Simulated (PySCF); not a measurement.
SMILES [SiH3][Al]([SiH3])[O]C (CH9AlOSi2) (CAM-B3LYP/def2-SVP optimised geometry):

```
14

Al    -0.492     0.079     0.000
O      1.203     0.079     0.000
C      2.314    -0.760     0.013
H      2.941    -0.558     0.898
H      2.038    -1.831     0.033
H      2.939    -0.589    -0.880
Si    -1.509     2.304     0.000
H     -1.473     2.899     1.370
H     -2.941     2.260    -0.422
H     -0.793     3.240    -0.915
Si    -1.699    -2.063     0.016
H     -2.714    -2.097     1.113
H     -0.799    -3.240     0.201
H     -2.440    -2.265    -1.266
```

Computed with CAM-B3LYP/def2-TZVP (PySCF 2.14.0).

Problem. What are the frontier orbital energies and the dipole moment?

Solution. HOMO-2 -9.88 eV, HOMO-1 -9.78 eV, HOMO -8.20 eV, LUMO -0.74 eV, LUMO+1 0.61 eV; dipole moment 1.14 D.

On the same geometry PySCF 2.14.0 with PBE/def2-TZVP gives HOMO-2 -7.00 eV, HOMO-1 -6.86 eV, HOMO -5.94 eV, LUMO -2.49 eV, LUMO+1 -1.23 eV; dipole moment 1.11 D.

Meta-Löwdin charges at CAM-B3LYP/def2-TZVP: Al1 0.64, O2 -0.62, C3 -0.09, H4 0.11, H5 0.09, H6 0.11, Si7 0.13, H8 -0.08, H9 -0.08, H10 -0.08, Si11 0.11, H12 -0.08, H13 -0.08, H14 -0.08.
